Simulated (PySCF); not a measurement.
SMILES CCc1cccc(Cl)c1 (GFN2-xTB optimised geometry):

```
18

C     -2.044    -2.348     1.495
C     -1.785    -1.932     0.045
C     -1.029    -0.635     0.000
C     -1.702     0.581     0.005
C     -1.002     1.774     0.006
C      0.382     1.776     0.003
C      1.050     0.564     0.000
Cl     2.782     0.545    -0.006
C      0.359    -0.635     0.000
H     -1.103    -2.473     2.026
H     -2.627    -1.588     2.009
H     -2.590    -3.288     1.529
H     -1.212    -2.713    -0.456
H     -2.740    -1.821    -0.473
H     -2.782     0.591     0.006
H     -1.535     2.713     0.007
H      0.935     2.702     0.001
H      0.902    -1.568    -0.003
```

Computed with CAM-B3LYP/def2-SVP in PySCF.

Question: What are the frontier orbital energies and the dipole moment?

Answer: HOMO-2 -10.01 eV, HOMO-1 -8.53 eV, HOMO -8.08 eV, LUMO 0.88 eV, LUMO+1 0.93 eV; dipole moment 1.82 D.

Meta-Löwdin charges at CAM-B3LYP/def2-SVP: C1 -0.28, C2 -0.16, C3 0.03, C4 -0.12, C5 -0.09, C6 -0.12, C7 0.04, Cl8 -0.07, C9 -0.13, H10 0.10, H11 0.10, H12 0.09, H13 0.09, H14 0.09, H15 0.10, H16 0.11, H17 0.11, H18 0.11.
